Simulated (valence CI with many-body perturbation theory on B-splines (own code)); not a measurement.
**Energy levels of Ne VI**

Method: configuration interaction combined with many-body perturbation theory (CI+MBPT): three valence electrons over a frozen Dirac-Fock core [He], a basis of 11 s, 11 p, 10 d, 8 f, 5 g, 2 h functions for each j, with the one-electron correlation potential Σ1 (screened to all orders), the two-electron term Σ2, the three-electron term Σ3, Breit, model QED; selected single and double excitations, second order for the rest, scaled by the run's own slope (own B-spline code, finite nucleus).

Set against measurement, 34 paired levels are off by 190 cm⁻¹ on average, the worst by 461. These come from a selection out of NIST levels in Podobedova, Fuhr, Reader and Wiese, J. Phys. Chem. Ref. Data 33, 525 (2004). Levels without a partner in it may be off by more. 3 measured levels below the end of the list, from 983000 cm⁻¹ on, found no clear computed partner, and computed levels of the same name lie up to 9625 cm⁻¹ from them.

Levels 181 to 203 of 203, with energies above the lowest level, 2s²2p ²P°_1/2. "Leading %" is the weight of the configuration and term that name the level; weights of strongly mixed levels are sums over their largest components and can fall short. In the jj column 3d3/2^4 stands for four electrons in 3d with j = 3/2. Lifetimes count E1, E2, E3, M1 and M2 decay at the calculated energies, and are blank where another channel may lead or the interval is too uncertain; long ones can be off by a factor of two.

```tsv
No.	Configuration	Term	J	E (eV)	Leading %	Lifetime	Leading jj
181	2s2p4f	⁴D	5/2	141.57	83	32.8 ps	2s 2p3/2 4f5/2 (43 %)
182	2s2p4f	⁴D	3/2	141.60	90	42.3 ps	2s 2p3/2 4f5/2 (73 %)
183	2s2p4f	⁴D	1/2	141.61	94	47.5 ps	2s 2p3/2 4f5/2 (94 %)
184	2s2p4f	²D	5/2	142.18	39	10.9 ps	2p1/2 2p3/2 3d3/2 (25 %)
185	2s2p4f	²D	3/2	142.24	64	18.3 ps	2s 2p3/2 4f7/2 (52 %)
186	2p²3d	²F	7/2	142.27	49	6.96 ps	2p1/2 2p3/2 3d5/2 (31 %)
187	2p²3d	²F	5/2	142.31	32	8.61 ps	2s 2p3/2 4f7/2 (35 %)
188	2p²3d	²P	1/2	142.77	95	7.41 ps	2p1/2 2p3/2 3d3/2 (39 %)
189	2p²3d	²P	3/2	142.81	95	7.36 ps	2p3/2^2 3d5/2 (35 %)
190	2s²6s	²S	1/2	142.81	91	103 ps	2s^2 6s (91 %)
191	2s²6p	²P°	1/2	143.49	93	343 ps	2s^2 6p1/2 (93 %)
192	2s²6p	²P°	3/2	143.49	93	345 ps	2s^2 6p3/2 (93 %)
193	2p²3d	²S	1/2	143.72	79	15.9 ps	2p1/2 2p3/2 3d5/2 (31 %)
194	2s²6d	²D	3/2	144.03	93	54.2 ps	2s^2 6d3/2 (93 %)
195	2s²6d	²D	5/2	144.03	93	54.3 ps	2s^2 6d5/2 (93 %)
196	2s²6g	²G	7/2	144.29	93	312 ps	2s^2 6g7/2 (93 %)
197	2s²6g	²G	9/2	144.29	93	312 ps	2s^2 6g9/2 (93 %)
198	2s²6f	²F°	5/2	144.30	93	148 ps	2s^2 6f5/2 (93 %)
199	2s²6f	²F°	7/2	144.30	93	148 ps	2s^2 6f7/2 (93 %)
200	2s²6h	²H°	9/2	144.31	93	469 ps	2s^2 6h9/2 (93 %)
201	2s²6h	²H°	11/2	144.31	93	470 ps	2s^2 6h11/2 (93 %)
202	2p²3p	²P°	1/2	145.53	87	28.2 ps	2p3/2^2 3p1/2 (63 %)
203	2p²3p	²P°	3/2	145.55	87	28.5 ps	2p3/2^2 3p3/2 (57 %)
```

Names give the largest LS component (configuration and term), which can be under half, so a name can repeat, a term be missing and a line seem to break the LS rules; names also repeat where a configuration has a term twice.

Where two levels of one J and parity lie close, their mixing, g and order are uncertain.
